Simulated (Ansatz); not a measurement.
`[NH2][Ta]([OH])(=[S])[Cl]` + CH₄ → `[CH3][Ta]([NH2])(=[S])[Cl]` + H₂O at 298.15 K and 1 bar (formal exchange of groups at a Ta–O bond).

Calculated with Ansatz (gas phase, PBE0-D4/def2-TZVP geometries, no zero-point term in ΔE). CCSD(T)/CBS is the MP2 limit (def2-TZVPP, def2-QZVPP) plus CCSD(T) − MP2 in def2-TZVPP, frozen cores. This one scheme is used for every species. Elements past krypton have def2 core potentials. For Ta outer-core shells are correlated without core-valence functions, which leaves a few kJ/mol of doubt a bond. Each species was taken in one conformer, which may not be the lowest.

```csv
species,CCSD(T)/CBS energy (Eh),H − E (kJ/mol),S (J/(mol·K))
`[NH2][Ta]([OH])(=[S])[Cl]`,-1046.34802,132.2,378.5
CH₄,-40.46206,127.4,186.2
`[CH3][Ta]([NH2])(=[S])[Cl]`,-1010.37366,191.0,391.4
H₂O,-76.37941,66.4,188.7
```

H − E and S are ideal-gas, rigid-rotor, harmonic terms from PBE0-D4/def2-TZVP, for one conformer and one mirror image of each species. 1 Eh = 2625.50 kJ/mol, R = 8.31446 J/(mol·K).

Task: By hand: ΔE, ΔH, ΔS and ΔG.

Result: ΔE = (-1010.37366) + (-76.37941) − (-1046.34802) − (-40.46206) = 0.05701 Eh = 149.7 kJ/mol. Δ(H − E) = 191.0 + 66.4 − 132.2 − 127.4 = -2.2, so ΔH = 147.5 kJ/mol. ΔS = 391.4 + 188.7 − 378.5 − 186.2 = 15.4 J/(mol·K). ΔG = 147.5 − 298.15 × (15.4)/1000 = 142.9 kJ/mol.

Task: By hand: the equilibrium constant, and the temperature at which ΔG would vanish if ΔH and ΔS stayed fixed.

Result: log₁₀ K = −ΔG/(RT ln 10) = -25.0. ΔG = 0 at ΔH/ΔS = 9578 K, far beyond where these terms or the molecules hold.

ΔH outweighs TΔS. A doubt of 5 kJ/mol in ΔE shifts log₁₀ K by 0.9 here. Other conformers and mirror images would add mixing entropy, several J/(mol·K) or more a flexible species. These are equilibria of isolated gas molecules and say nothing of rates. Largest T1 diagnostic: 0.020 (customary marks: 0.02 for closed shells, 0.045 for open ones).
